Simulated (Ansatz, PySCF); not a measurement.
Ansatz (a quantum-chemistry and plane-wave program) was given this input:
Ansatz 0.2 input:
```yaml
crystal:
  periodic: [false, false, false]
  atoms:
    - {symbol: C, position_ang: [2.96688652, 0.29994320, 0.03955754]}
    - {symbol: C, position_ang: [1.51244537, 0.52364495, 0.01683271]}
    - {symbol: N, position_ang: [0.61415080, -0.32588135, 0.00826668]}
    - {symbol: C, position_ang: [-0.81185820, -0.13379732, -0.01089414]}
    - {symbol: C, position_ang: [-1.37065646, -0.79983065, 1.25189169]}
    - {symbol: C, position_ang: [-1.34340475, -0.85076214, -1.25735447]}
    - {symbol: C, position_ang: [-1.20510502, 1.34873967, -0.04524630]}
    - {symbol: H, position_ang: [3.41245560, 0.78429189, -0.82873314]}
    - {symbol: H, position_ang: [3.23572273, -0.76135598, 0.03579279]}
    - {symbol: H, position_ang: [3.38090422, 0.76959045, 0.93129596]}
    - {symbol: H, position_ang: [-1.06752840, -1.84326204, 1.28846783]}
    - {symbol: H, position_ang: [-2.45627869, -0.74747907, 1.25573671]}
    - {symbol: H, position_ang: [-0.99070630, -0.29881680, 2.13941606]}
    - {symbol: H, position_ang: [-2.42857762, -0.79777004, -1.28761546]}
    - {symbol: H, position_ang: [-0.94300136, -0.38702771, -2.15606551]}
    - {symbol: H, position_ang: [-1.04130045, -1.89502996, -1.24418914]}
    - {symbol: H, position_ang: [-0.81115315, 1.85805131, 0.83108678]}
    - {symbol: H, position_ang: [-0.79226132, 1.82241315, -0.93281097]}
    - {symbol: H, position_ang: [-2.28717563, 1.44993795, -0.05897106]}
basis:
  gaussian:
    orbitals: STO-3G
magnetization: {spin_polarized: true, initial_magnetization: 1}
correlation: {method: ccsd_t, electrons: outside_noble_gas}
accuracy: high
```

Q: Write the same job for PySCF.

A: One answer among several that fit: 
```python
from pyscf import gto, scf, cc

mol = gto.M(
    atom='''
C     2.966887    0.299943    0.039558
C     1.512445    0.523645    0.016833
N     0.614151   -0.325881    0.008267
C    -0.811858   -0.133797   -0.010894
C    -1.370656   -0.799831    1.251892
C    -1.343405   -0.850762   -1.257354
C    -1.205105    1.348740   -0.045246
H     3.412456    0.784292   -0.828733
H     3.235723   -0.761356    0.035793
H     3.380904    0.769590    0.931296
H    -1.067528   -1.843262    1.288468
H    -2.456279   -0.747479    1.255737
H    -0.990706   -0.298817    2.139416
H    -2.428578   -0.797770   -1.287615
H    -0.943001   -0.387028   -2.156066
H    -1.041300   -1.895030   -1.244189
H    -0.811153    1.858051    0.831087
H    -0.792261    1.822413   -0.932811
H    -2.287176    1.449938   -0.058971
''',
    basis='sto-3g',
    charge=0,
    spin=1,
    verbose=4,
)

mf = scf.UHF(mol)
mf.kernel()

mycc = cc.CCSD(mf, frozen=7)
mycc.kernel()
et = mycc.ccsd_t()
print('E(CCSD(T)) = %.10f' % (mycc.e_tot + et))
```

Both were run: Ansatz gave -285.572793 Eh and PySCF -285.572793 Eh, 0.000 mEh apart.
